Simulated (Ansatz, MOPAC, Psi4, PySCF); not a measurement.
Species: SiOF$_{2}$ (charge 0, singlet). SMILES: O=[Si](F)F
Geometry: optimised at B3LYP-D3(BJ)/def2-TZVP (Ansatz, a program for electronic structure).

Wanted: vertical ionisation energy to the doublet, in eV. Conventions: PM7 with its own dispersion and hydrogen-bond terms; no dispersion term unless named; non-relativistic; six Cartesian d functions in 6-31G* and its kin unless marked 5d; valence correlation only; spin-orbit terms left out; open shells spin-unrestricted; 6-311+G** with 5d, 6d on Na to Ar in Ansatz; each state is the SCF solution reached for its charge and spin. Ab initio and DFT rows: single points at B3LYP-D3(BJ) geometries (Ansatz). Semi-empirical rows: differences of heats of formation at the shared geometry for vertical values.

| level | program | vertical ionisation energy to the doublet (eV) |
|---|---|---|
| PM6 | MOPAC | 11.69 |
| PM7 | MOPAC | 12.04 |
| MNDO | MOPAC | 10.44 |
| HF/6-31G* | Ansatz | 10.35 |
| HF/6-311+G** | Ansatz | 10.58 |
| PBE/6-31G* | Ansatz | 11.90 |
| PBE/6-311+G** | Ansatz | 12.32 |
| B3LYP/STO-3G | Ansatz | 7.33 |
| B3LYP/6-31G* | Ansatz | 11.97 |
| B3LYP/6-311+G** | Ansatz | 12.37 |
| M06-2X/6-31G* (5d) | PySCF | 12.01 |
| wB97X-D/6-31G* | Psi4 | 12.00 |
| MP2/6-311+G** | Ansatz | 12.39 |
| wB97M-V/def2-TZVPD | Ansatz | 12.12 |
| wB97X-V/def2-TZVPD | Ansatz | 12.11 |

No value to compare with is used here. The 13 habitual levels span 7.33 (B3LYP/STO-3G) to 12.39 eV (MP2/6-311+G**); wB97M-V/def2-TZVPD gives 12.12.

The levels are drawn from those run, B3LYP/6-31G* more often than the rest, none by its result; left out are runs that failed, that the program found above a lower state of the same kind, or whose <S^2> lies over 0.5 above the pure value.
